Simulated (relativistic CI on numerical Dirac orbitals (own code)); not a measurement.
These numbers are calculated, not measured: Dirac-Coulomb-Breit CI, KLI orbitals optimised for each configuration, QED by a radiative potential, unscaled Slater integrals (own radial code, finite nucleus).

The strongest absorption lines from the ground level of an ion, among the configurations computed and to levels below about 19900 eV (vacuum wavelength in nm, gf): 0.08140 (0.64), 0.09063 (1.3), 0.09066 (1.6), 0.09068 (0.67), 0.09305 (0.62), 0.10680 (1.7), 0.10720 (2.1), 0.10721 (2.7).

(1) Which ion is it?
A. Pb LXXVI
B. Pb LXXII
C. Pb LXXIV
D. Yb LXII

## Answers

(1) C. Pb LXXIV has 9 electrons and the ground level 2s2.2p5 2P°_3/2; the strongest line goes to 2s2.2p4.3d 2D_5/2. The pattern of lines fixes the number of electrons, and along that sequence the line energies rise steadily with the charge (about as its square where n changes within one kind of shell, about linearly where n is kept but much faster in heavy ions where fine structure, which grows about as Z⁴, sets the gap, and irregularly where shells cross), which fixes Z. Configurations outside the model, such as inner-shell arrays, can give stronger lines. At this charge energies of transitions that change n are usually good to better than 1 %, and those within a shell (Δn = 0) to a few per cent.

LS names give the leading component of a level, which can be under half, so a name can repeat, a term be missing and a line seem to break the LS rules.
